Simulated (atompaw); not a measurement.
**An all-electron radial function and its pseudo partner (Bi)**

Columns: radius, all-electron u(r) and pseudo u(r) of the 6p shell (level -4.57 eV) of bismuth in the configuration [Xe] 4f14 5d10 6s2 6p3; PBE, scalar-relativistic, PAW (atompaw) scheme, atompaw 4.2.0.5.

```tsv
r (bohr)	all-electron	pseudo
0.083	-0.0539	0.0014
0.165	-0.0759	0.0056
0.248	0.1232	0.0126
0.331	0.1778	0.0225
0.413	0.0860	0.0350
0.496	-0.0576	0.0505
0.579	-0.1828	0.0687
0.662	-0.2606	0.0896
0.744	-0.2870	0.1129
0.827	-0.2704	0.1388
0.910	-0.2214	0.1671
0.992	-0.1524	0.1970
1.075	-0.0710	0.2291
1.158	0.0148	0.2626
1.240	0.0992	0.2969
1.323	0.1805	0.3322
1.406	0.2559	0.3677
1.488	0.3233	0.4026
1.571	0.3839	0.4370
1.654	0.4368	0.4702
1.737	0.4823	0.5015
1.819	0.5202	0.5301
1.902	0.5520	0.5563
1.985	0.5778	0.5792
2.067	0.5980	0.5982
2.150	0.6134	0.6134
```

Question: How many radial nodes do the two functions have?

Answer: The all-electron 6p function has n − l − 1 = 4 (the table is too coarse to show those close to the nucleus); the pseudo-wave has 0, since the states of the same l below it are removed with the core.

Question: Is the pseudo-wave norm-conserving?

Answer: No, it belongs to a PAW set: the norm inside the radius is not constrained, and the difference is carried by the augmentation charge.
